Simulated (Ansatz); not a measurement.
Total energies of Ti(NH2)Cl3 (TiNCl₃H₂) from Ansatz at PBE0-D4/def2-TZVP, gas phase (1 Eh = 27.2114 eV = 2625.5 kJ/mol). The reference geometry is relaxed at r2SCAN-D4/def2-SVP.

```xyz
7

Ti    0.1557   -0.6433    0.1026
N    -0.2392    1.1186   -0.2233
H     0.3604    1.9020    0.0370
H    -1.1156    1.4430   -0.6339
Cl    2.3326   -0.7796    0.2290
Cl   -0.7347   -1.8062   -1.5216
Cl   -0.7593   -1.2345    2.0102
```

```json
{"state": "charge 0 singlet", "geometry": "reference", "energy (Eh)": "-2285.62031"}
{"state": "charge 1 doublet", "geometry": "reference", "energy (Eh)": "-2285.24204"}
{"state": "charge 1 doublet", "geometry": "relaxed at r2SCAN-D4/def2-SVP", "energy (Eh)": "-2285.26190"}
{"state": "free Ti atom (triplet)", "geometry": "–", "energy (Eh)": "-849.14317"}
{"state": "free N atom (quartet)", "geometry": "–", "energy (Eh)": "-54.54382"}
{"state": "free H atom (doublet)", "geometry": "–", "energy (Eh)": "-0.50104"}
{"state": "free Cl atom (doublet)", "geometry": "–", "energy (Eh)": "-459.99739"}
```

**Question.** Work out the vertical ionisation energy to the doublet.

**Answer.** E(charge 1 doublet) − E(charge 0 singlet) = -2285.24204 − (-2285.62031) = 0.37827 Eh = 10.29 eV. For comparison, −ε of the highest occupied level is 8.51 eV at this level, 1.78 eV less.

**Question.** How much does the charge 1 doublet relax, and what is the adiabatic ionisation energy?

**Answer.** Relaxation: -2285.24204 − (-2285.26190) = 0.01986 Eh = 0.54 eV. Adiabatic ionisation energy: 0.35841 Eh = 9.75 eV, without zero-point energy. 

**Question.** What is the binding energy per atom against free atoms?

**Answer.** Atoms: 1 × (-849.14317) + 1 × (-54.54382) + 2 × (-0.50104) + 3 × (-459.99739) = -2284.68124 Eh. Binding: -2284.68124 − (-2285.62031) = 0.93907 Eh = 25.55 eV, or 3.65 eV for each of 7 atoms (no zero-point energy, no counterpoise term).
